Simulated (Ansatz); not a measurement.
Ideal-gas functions of `C[O][In][OH]` radical at 500 K and 1 bar, from an Ansatz frequency run at PBE0-D4/def2-TZVP.

Molar mass 162.86 g/mol, point group Cs (symmetry number 1), electronic degeneracy 2, moments of inertia 39.887, 223.136, 259.841 u Å². Harmonic wavenumbers (cm⁻¹, unscaled): 59, 90, 101, 209, 249, 455, 555, 783, 1115, 1169, 1173, 1464, 1480, 1494, 2986, 3042, 3057, 3844.

Use S(trans) = R[1.5 ln M + 2.5 ln T − 1.1517]; rotational temperatures θ = 24.2544 K / I; S(rot) = R[ln(√π/σ · √(T³/θAθBθC)) + 1.5]; for each mode x = 1.438777 ν̃/T, S = R[x/(eˣ − 1) − ln(1 − e⁻ˣ)] and H = RT x/(eˣ − 1); 1 cm⁻¹ = 0.0119627 kJ/mol; R = 8.31446 J/(mol·K).

**Question.** By hand: the entropy, in J/(mol·K).

**Answer.** Translation 183.1. Rotation: θ = 0.6081, 0.1087, 0.0933 K, giving 115.9. Vibration, mode by mode: 23.07, 19.57, 18.62, 12.67, 11.26, 6.64, 5.25, 3.12, 1.47, 1.30, 1.28, 0.65, 0.63, 0.61, 0.01, 0.01, 0.01, 0.00, in all 106.2. Electronic 5.8. Sum 411.0 J/(mol·K).

**Question.** By hand: H − E and G − E in kJ/mol, counted from the electronic energy.

**Answer.** Zero-point energy ½ × 23325 × 0.0119627 = 139.5; thermal vibration 24.1; translation, rotation and pV give 4 RT = 16.6. H − E = 180.2 kJ/mol, and G − E = 180.2 − 500 × 411.0/1000 = -25.3 kJ/mol.

Vibration gives 26 % of the entropy, 61.3 J/(mol·K) of it from the modes under 150 cm⁻¹: soft modes count most, and the harmonic formula is weakest for them. The sum counts one conformer and one mirror image; others add a mixing term.
